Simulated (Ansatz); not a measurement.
Relaxation of CH6BClFP (11 atoms, charge 0, multiplicity 1), to a largest force component of 0.03 eV/Å in at most 50 steps.

Computed with RKS B3LYP-D4/def2-SVP in Ansatz 0.2.0.

```xyz
11
Properties=species:S:1:pos:R:3
B -0.110 0.644 -0.413
F -0.077 -0.382 1.894
C 1.332 0.133 -0.717
H 1.394 -0.964 -0.633
H 1.566 0.383 -1.769
H 2.111 0.585 -0.086
Cl -1.513 -0.228 -1.069
P -0.437 2.413 0.248
H -1.629 2.229 1.007
H 0.475 2.466 1.343
H -0.300 0.506 2.039
```

Q: Where does it end, and by what steps?

A: The forces met the threshold. After 8 steps the energy has fallen by 0.016 eV; F2 moved furthest, 0.20 Å.

```tsv
step	energy less start (eV)	largest force component (eV/Å)	accepted
0	0.0000	0.286	yes
1	-0.0050	0.579	yes
2	-0.0101	0.466	yes
3	-0.0127	0.228	yes
4	-0.0145	0.240	yes
5	-0.0155	0.077	yes
6	-0.0159	0.070	yes
7	-0.0161	0.053	yes
8	-0.0164	0.010	yes
```

```xyz
11
Properties=species:S:1:pos:R:3
B -0.107 0.658 -0.459
F -0.082 -0.377 2.091
C 1.337 0.138 -0.745
H 1.394 -0.956 -0.641
H 1.581 0.368 -1.800
H 2.111 0.601 -0.116
Cl -1.510 -0.203 -1.109
P -0.433 2.414 0.261
H -1.628 2.201 1.005
H 0.476 2.424 1.360
H -0.325 0.516 1.995
```

Time of the run: 20 s on 4 threads of Arm Neoverse V1 (shared host), peak memory 0.25 GiB.
